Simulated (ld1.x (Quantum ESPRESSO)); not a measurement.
## fluorine (F): PAW pseudisation with PBE, scalar-relativistic reference atom.

fluorine (F), PAW, made with ld1.x (Quantum ESPRESSO) 7.5 (PBE, scalar-relativistic). Core [He], reference 2s2 2p5. Waves: 2s (bound): rcut 0.45, rcutus 0.55 bohr; 2s channel at -0.05 Ry: rcut 0.45, rcutus 0.55 bohr; 2p (bound): rcut 1.65, rcutus 2.05 bohr; 2p channel at -0.25 Ry: rcut 1.65, rcutus 2.05 bohr. Local part: all-electron potential smoothed inside 1.50 bohr (lloc = -2). Core correction: Bessel-smoothed model core inside 0.40 bohr. Augmentation charge: PSQ, radius 0.45 bohr.

Poles of the logarithmic derivatives, all-electron (AE) and pseudo (PS). s: poles at -2.0 (AE) and -2.0 (PS) Ry. p: poles at -0.6 (AE) and -0.6 (PS) Ry. Test radius 2.25 bohr.

* Cutoffs needed: 120 Ry and 200 Ry (the cutoffs (Ry, on a coarse ladder) from which the occupation-weighted sum of valence levels, in a spherical-Bessel basis at the reference potential, stays within 10 and 1 mRy of its value at 400 Ry)
* Ghost test: no extra level below or beside the all-electron valence levels (s, p, d, f tested) (spherical-Bessel basis up to 400 Ry, 20 bohr box)
* Configuration tests: 1 of 7 tests not solved or not reliable; not counted: 2s2 2p3 (solver errors, printed error -283 eV)
* Lowest eigenvalue of the overlap operator: 0.42 (p channel)
* Density cutoff estimated by the generator: 1140 Ry
